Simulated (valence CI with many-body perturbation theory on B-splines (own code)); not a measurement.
E1 line list for Cl¹¹⁺

Computed by configuration interaction combined with many-body perturbation theory (CI+MBPT): four valence electrons over a frozen Dirac-Fock core [He], radial functions for each j: 11 s, 11 p, 10 d, 8 f, 5 g, 2 h, with the one-electron correlation potential Σ1 (screened to all orders), the two-electron term Σ2, the three-electron term Σ3, Breit, model QED; selected single and double excitations, second order for the rest, scaled by the run's own slope (own B-spline code, finite nucleus).

No measured levels were compared; by estimate levels of excited configurations hold to 0.05 to 0.15 % of their energy, terms of the ground configuration to about 0.5 %. Among the levels kept, up to 850 cm⁻¹ of a level comes from second order outside the variational space, and about a tenth of that is noise between levels of different J, which matters for small intervals.

Lines 201 to 250 of 516 in falling wavelength, among levels below 32.675 Ry, chosen from the strongest by gf and those to the six lowest levels. Wavelengths and rates use the calculated energies, so an error of 300 cm⁻¹ moves a line at 223.0 Å by 0.067 % and its rate by three times that or more. Electric multipoles are in the length gauge, E1 and E2 with the static RPA response of the core. Weak lines are less certain than strong ones. Lines between different terms over intervals too small for the method are left out, as are lines whose strength nearly cancels. The highest levels of a list are the least certain.

Names give the largest LS component (configuration and term), which can be under half, so a name can repeat, a term be missing and a line seem to break the LS rules; names also repeat where a configuration has a term twice. Letters in brackets count levels of one name in rising energy.

| λ vac (Å) | Upper | Lower | A (s⁻¹) | S (a.u.) |
| --- | --- | --- | --- | --- |
| 223.0 | 2s2p³ ³P°_0 | 2s²2p² ³P_1 | 8.73e+09 | 4.78e-02 |
| 222.9 | 2s2p³ ³P°_1 | 2s²2p² ³P_1 | 3.13e+09 | 5.14e-02 |
| 222.7 | 2p³3p ⁵P_2 | 2s2p²3p ⁵P°_1 | 2.62e+09 | 7.13e-02 |
| 222.6 | 2s2p³ ³P°_2 | 2s²2p² ³P_1 | 1.36e+09 | 3.71e-02 |
| 222.5 | 2p³3p ⁵P_3 | 2s2p²3p ⁵P°_2 | 2.56e+09 | 9.73e-02 |
| 222.0 | 2p³3p ³P_1 | 2s2p²3p ³D°_2 [a] | 9.46e+09 | 1.53e-01 |
| 221.9 | 2p³3p ³P_2 | 2s2p²3p ³D°_2 [a] | 3.00e+09 | 8.09e-02 |
| 221.4 | 2p³3p ⁵P_3 | 2s2p²3p ⁵D°_4 | 1.07e+10 | 4.01e-01 |
| 219.4 | 2s2p³ ³P°_1 | 2s²2p² ³P_0 | 2.59e+09 | 4.06e-02 |
| 219.0 | 2p³3p ⁵P_2 | 2s2p²3p ⁵D°_3 | 5.88e+09 | 1.52e-01 |
| 218.8 | 2p³3s ⁵S°_2 | 2s2p²3s ⁵P_3 | 1.04e+10 | 2.69e-01 |
| 217.9 | 2p³3p ⁵P_3 | 2s2p²3p ⁵D°_3 | 4.37e+09 | 1.56e-01 |
| 217.4 | 2p³3s ³S°_1 | 2s2p²3s ³P_2 [a] | 1.61e+10 | 2.46e-01 |
| 216.4 | 2p³3p ⁵P_2 | 2s2p²3p ⁵D°_2 | 5.55e+09 | 1.39e-01 |
| 215.5 | 2p³3p ⁵P_1 | 2s2p²3p ⁵D°_1 | 6.00e+09 | 8.88e-02 |
| 215.1 | 2p³3s ⁵S°_2 | 2s2p²3s ⁵P_2 | 7.84e+09 | 1.92e-01 |
| 213.4 | 2p³3s ³S°_1 | 2s2p²3s ³P_1 [a] | 1.01e+10 | 1.45e-01 |
| 212.3 | 2p³3s ⁵S°_2 | 2s2p²3s ⁵P_1 | 4.91e+09 | 1.16e-01 |
| 209.4 | 2s2p²3d ¹F_3 [b] | 2s²2p3d ¹F°_3 | 1.34e+10 | 4.26e-01 |
| 207.2 | 2s2p²3p ¹P°_1 [c] | 2s²2p3p ¹S_0 | 5.20e+09 | 6.84e-02 |
| 207.0 | 2s2p²3p ³D°_3 [c] | 2s²2p3p ³P_2 | 3.80e+09 | 1.16e-01 |
| 206.8 | 2s2p²3d ³D_3 [d] | 2s²2p3d ³P°_2 | 2.50e+09 | 7.66e-02 |
| 205.8 | 2s2p²3s ³S_1 | 2s²2p3s ³P°_1 | 8.85e+09 | 1.14e-01 |
| 205.4 | 2s2p²3d ³D_3 [c] | 2s²2p3d ³F°_3 | 5.42e+09 | 1.62e-01 |
| 203.5 | 2s2p²3d ³F_3 [c] | 2s²2p3d ³F°_4 | 7.30e+09 | 2.12e-01 |
| 202.7 | 2s2p²3p ³P°_2 [d] | 2s²2p3p ³P_2 | 8.54e+09 | 1.75e-01 |
| 202.6 | 2s2p²3d ³F_4 [c] | 2s²2p3d ³F°_4 | 1.14e+10 | 4.20e-01 |
| 202.6 | 2s2p²3d ³D_2 [d] | 2s²2p3d ³F°_3 | 1.18e+10 | 2.42e-01 |
| 202.5 | 2p⁴ ³P_2 | 2s2p³ ³D°_3 | 1.65e+10 | 3.37e-01 |
| 202.5 | 2s2p²3d ³D_2 [c] | 2s²2p3d ³F°_2 | 6.36e+09 | 1.30e-01 |
| 202.2 | 2s2p²3d ³D_1 [c] | 2s²2p3d ³F°_2 | 1.30e+10 | 1.59e-01 |
| 202.2 | 2p⁴ ³P_2 | 2s2p³ ³D°_2 | 4.18e+09 | 8.52e-02 |
| 201.9 | 2s2p²3p ¹S°_0 | 2s²2p3p ¹P_1 | 2.43e+10 | 9.86e-02 |
| 201.6 | 2s2p²3p ¹D°_2 [b] | 2s²2p3p ¹D_2 | 1.71e+10 | 3.46e-01 |
| 201.4 | 2s2p²3p ¹P°_1 [b] | 2s²2p3p ³D_2 | 1.13e+10 | 1.37e-01 |
| 201.4 | 2s2p²3p ³P°_2 [c] | 2s²2p3p ³D_2 | 8.36e+09 | 1.69e-01 |
| 201.0 | 2s2p²3p ³P°_1 [d] | 2s²2p3p ³P_1 | 7.26e+09 | 8.74e-02 |
| 200.8 | 2s2p³ ¹P°_1 | 2s²2p² ¹S_0 | 8.12e+09 | 9.74e-02 |
| 200.7 | 2s2p²3p ³P°_0 [c] | 2s²2p3p ³D_1 | 1.90e+10 | 7.56e-02 |
| 200.5 | 2s2p²3p ³D°_2 [c] | 2s²2p3p ³D_3 | 1.38e+10 | 2.74e-01 |
| 200.3 | 2s2p²3p ³S°_1 [b] | 2s²2p3p ³P_2 | 1.36e+10 | 1.62e-01 |
| 200.0 | 2s2p²3s ³P_1 [b] | 2s²2p3s ³P°_2 | 1.55e+10 | 1.83e-01 |
| 199.5 | 2s2p²3d ³F_3 [c] | 2s²2p3d ³F°_3 | 3.35e+09 | 9.18e-02 |
| 199.3 | 2s2p²3d ³P_1 [c] | 2s²2p3d ³P°_2 | 1.25e+10 | 1.47e-01 |
| 199.3 | 2s2p³ ¹D°_2 | 2s²2p² ¹D_2 | 2.44e+10 | 4.76e-01 |
| 199.0 | 2s2p²3p ³D°_3 [c] | 2s²2p3p ³D_3 | 1.53e+10 | 4.18e-01 |
| 198.8 | 2s2p²3p ³S°_1 [b] | 2s²2p3p ³P_1 | 7.29e+09 | 8.48e-02 |
| 198.7 | 2s2p²3s ¹P_1 | 2s²2p3s ¹P°_1 | 2.70e+10 | 3.13e-01 |
| 198.6 | 2s2p²3s ³P_0 [b] | 2s²2p3s ³P°_1 | 2.15e+10 | 8.30e-02 |
| 198.4 | 2s2p²3d ³P_2 [c] | 2s²2p3d ³D°_3 | 1.79e+10 | 3.45e-01 |
